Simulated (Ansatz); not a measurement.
Start from `C=CC(C)(F)Cl` and change one atom or group to get `CC(F)(Cl)I`.

Ansatz, PBE0-D4/def2-TZVP geometries, multiplicity 1. Each molecule was computed in one conformer, which needn't be the lowest.

Elements past krypton have def2 core potentials.  Spin–orbit coupling is left out; it splits and shifts lone-pair levels of the heavy atoms by tenths of an eV.

| property | `C=CC(C)(F)Cl` |
| --- | --- |
| HOMO energy (ωB97M-V/def2-TZVPP) / eV | -10.28 |
| HOMO–LUMO gap (ωB97M-V/def2-TZVPP) / eV | 11.86 |
| size of the dipole moment (B3LYP/def2-TZVPP) / D | 2.21 |
| HOMO–LUMO gap (PBE/def2-TZVPP) / eV | 5.25 |
| LUMO energy (B3LYP/def2-TZVPP) / eV | -0.79 |
| HOMO–LUMO gap (B3LYP/def2-TZVPP) / eV | 7.00 |

Question: Give the same properties after the change, and the shifts. (An estimate is asked.)

Answer: Computed: 
| property | `CC(F)(Cl)I` | shift |
| --- | --- | --- |
| HOMO energy (ωB97M-V/def2-TZVPP) / eV | -9.84 | 0.44 |
| HOMO–LUMO gap (ωB97M-V/def2-TZVPP) / eV | 10.18 | -1.68 |
| size of the dipole moment (B3LYP/def2-TZVPP) / D | 1.84 | -0.37 |
| HOMO–LUMO gap (PBE/def2-TZVPP) / eV | 3.91 | -1.34 |
| LUMO energy (B3LYP/def2-TZVPP) / eV | -1.92 | -1.13 |
| HOMO–LUMO gap (B3LYP/def2-TZVPP) / eV | 5.49 | -1.51 |

With PBE0 the HOMO rises by 0.37 eV and the LUMO falls by 1.12 eV, so the gap narrows by about 1.49 eV. PBE moves the HOMO by 0.37 eV and ωB97M-V by 0.44 eV. Dipoles are sizes alone; their direction can turn.

B3LYP here is the variant with VWN-RPA as its local correlation; programs differ in this.
